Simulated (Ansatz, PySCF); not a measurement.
This PySCF input computes a PBE/def2-TZVPD energy:

```python
from pyscf import gto, scf, dft

mol = gto.M(
    atom='''
    Ga    0.00000000    0.00000000    0.00000000
    F     0.00000000    0.00000000    1.67033866
    F    -0.00000000   -0.00000000   -1.67033866
    ''',
    basis='def2-tzvpd',
    charge=1,
    spin=0,
    verbose=4,
)

mf = dft.RKS(mol, xc='pbe').density_fit(auxbasis='def2-universal-jkfit')
mf.grids.level = 3
mf.conv_tol = 1e-9
mf.max_cycle = 100
mf.max_memory = 1500
mf.kernel()
if not mf.converged:
    mf = mf.newton()
    mf.kernel(mf.make_rdm1())
mf.analyze()
```

Problem. Write an input for the same energy in Ansatz (a quantum-chemistry and plane-wave program) and say what it gives.

Solution. 
Ansatz 0.2 input:
```yaml
crystal:
  periodic: [false, false, false]
  atoms:
    - {symbol: Ga, position_ang: [0.00000000, 0.00000000, 0.00000000]}
    - {symbol: F, position_ang: [0.00000000, 0.00000000, 1.67033866]}
    - {symbol: F, position_ang: [-0.00000000, -0.00000000, -1.67033866]}
basis:
  gaussian:
    orbitals: def2-TZVPD
hamiltonian:
  xc: {name: PBE}
total_charge: 1
output: {forces: true}
```
It gives -2123.87040 Eh, and PySCF -2123.87046 Eh, a difference of 0.06 mEh, from the treatment of integrals and grids.

It need not be the lowest isomer of its formula.
